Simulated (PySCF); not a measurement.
**Static response to an electric field**

Compound: C₅H₆Cl₂O.
Numbering: `[CH2:1]=[CH:2][O:3]/[CH:4]=[CH:5]/[CH:6]([Cl:7])[Cl:8]` (hydrogens: H9, H10 on C1; H11 on C2; H12 on C4; H13 on C5; H14 on C6)

Structure used (GFN2-xTB), in Å, numbered top down from 1:
```xyz
14
C5H6Cl2O angstrom
C      3.2641    0.1896   -0.2732
C      2.0619    0.4138    0.2296
O      0.9521   -0.1920   -0.2758
C     -0.2400    0.0765    0.2781
C     -1.3637   -0.4830   -0.1695
C     -2.6814   -0.1987    0.4284
Cl    -3.7855    0.5060   -0.7917
Cl    -3.4228   -1.7013    1.0587
H      4.1291    0.6745    0.1355
H      3.4047   -0.4813   -1.1008
H      1.8937    1.0869    1.0648
H     -0.2456    0.7750    1.1119
H     -1.3351   -1.1729   -0.9978
H     -2.6321    0.5064    1.2598
```

Level: PBE0/def2-SVPD (PySCF), static field, nuclei fixed, core orbitals frozen in the response. The polarisability tensor in these axes (au):

```
x   152.95   9.73  -2.05
y     9.73  81.52  -3.96
z    -2.05  -3.96  78.92
```

What are the eigenvalues, a third of the trace, and Δα (Δα² = ½Σ(αi − αj)² over the three pairs)?

Principal values 75.80, 83.25 and 154.34 au; mean 104.46 au = 15.48 Å³ = 17.22 × 10⁻⁴⁰ C²·m²/J; Δα = 75.09 au (72 % of the mean).

What is the dipole moment, and where does it point?

(2.75, 1.50, 1.25) D, 3.37 D in size, pointing from the negative to the positive side. Measured along this direction, the outermost atoms are Cl8 and Cl7 at the negative end and H9 at the positive end.

Give the eigenvalues of the traceless quadrupole moment Θ = ½Σq(3rr − r²1), origin at the centre of nuclear charge.

-7.14, -0.67, 7.81 D·Å. The values depend on the origin, since the dipole doesn't vanish. The electronic extent ⟨r²⟩ about the same centre is 2250 bohr², a root-mean-square distance of 2.84 Å for the 78 electrons.

What would n − 1 = 2πNα be for an ideal gas of these molecules at 298.15 K and 1 atm, electronic part alone?

N = p/kT = 2.4615 × 10¹⁹ cm⁻³, so n − 1 = 2π × N × 15.48 × 10⁻²⁴ cm³ = 2394 × 10⁻⁶ at long wavelengths, for an ideal gas.

What molar refraction does this α imply?

Lorentz–Lorenz: R = (4π/3)N_A α = 2.5225 cm³/(mol·Å³) × 15.48 Å³ = 39.0 cm³/mol, in the limit of long wavelengths.

Find the Langevin capture rate constant for H3+ (3.023 u) meeting this molecule (151.980 u), k = 2.342 × 10⁻⁹ cm³/s × √(α in Å³ / reduced mass in u).

The reduced mass is 2.96 u, so k = 5.35 × 10⁻⁹ cm³/s. The formula leaves out the permanent dipole, which adds to the capture rate.

Form Σ f/ω² (atomic units) for the 6 lowest TDDFT singlets, given as eV and f, and set it beside the mean polarisability, which is this sum over all singlets: 5.59, 0.6955; 5.65, 0.0017; 6.27, 0.1475; 6.35, 0.0186; 6.71, 0.0013; 6.81, 0.0009.

They add up to 19.67 au, 18.8 % of the 104.46 au; the largest single term is 16.47 au, from the state at 5.59 eV. Terms in order: 16.47, 0.04, 2.78, 0.34, 0.02, 0.01 au. Higher excitations give the rest. The strengths listed sum to 0.866.

One conformer (not necessarily the lowest) at the GFN2-xTB geometry, without solvent, vibrations or thermal averaging.
